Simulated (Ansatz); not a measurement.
Abridged output of a molecular run in Ansatz:

```
Functional definition: HF
2017 factors; integrals over basis functions are off by at most 1.1e-3 eV
mean field evaluation 1: about -60725.6702 eV, gradient 4.3e1 eV
mean field evaluation 2: about -60725.7502 eV, gradient 4.4e1 eV
mean field evaluation 4: about -60729.2482 eV, gradient 3.0e0 eV
mean field evaluation 8: about -60729.2796 eV, gradient 2.4e-1 eV
mean field -60729.27983986 eV, -2231.7598703304 hartree, gradient 2.6e-6 eV, S^2 0.000000; 0 other end points of the search recorded, 0 dependent functions left out
11 core orbitals not correlated: weight in the atoms' cores, before any rotation towards them, 1.000 or more for the frozen orbitals, at most 0.000 for the correlated occupied ones
reference -60729.27983986 eV, -2231.7598703304 hartree; 15, 15 occupied and 297, 297 virtual orbitals, 2017 factors
second order -28.07486060 eV of doubles, -0.00000000 eV of singles
cycle   1  -27.14914710 eV  change    9.3e-1 eV  update   1.0e-1
cycle   2  -27.71393883 eV  change   -5.6e-1 eV  update   3.1e-2
cycle   3  -27.82363791 eV  change   -1.1e-1 eV  update   1.5e-2
cycle   4  -27.80472342 eV  change    1.9e-2 eV  update   3.6e-3
cycle   5  -27.80060361 eV  change    4.1e-3 eV  update   1.4e-3
cycle   6  -27.80184353 eV  change   -1.2e-3 eV  update   4.9e-4
cycle   7  -27.80188615 eV  change   -4.3e-5 eV  update   1.8e-4
cycle   8  -27.80175159 eV  change    1.3e-4 eV  update   6.8e-5
cycle   9  -27.80174380 eV  change    7.8e-6 eV  update   2.5e-5
perturbative correction -0.84927477 eV, -0.0312102722 hartree
Total energy: -60757.93085843 eV, -2232.8127758426 hartree
```

Its atoms:

Z-matrix (Å, degrees):
```
Ge
F 1 1.752
N 1 1.811 2 111.5
H 1 1.530 2 105.1 3 -118.3
H 1 1.530 2 105.1 3 118.3
H 3 1.009 1 116.2 2 65.7
H 3 1.009 1 116.2 2 -65.7
```

(1) Which basis set was used?
A. def2-QZVPP
B. cc-pV(D+d)Z
C. cc-pV(T+d)Z
D. def2-SVPD

(2) Write the keys of the input that set method, charge and spin (a neutral closed shell needs none for the last two).

Answers

(1) A. It gives 323 functions.

(2) 
```yaml
correlation: {method: ccsd_t}
```
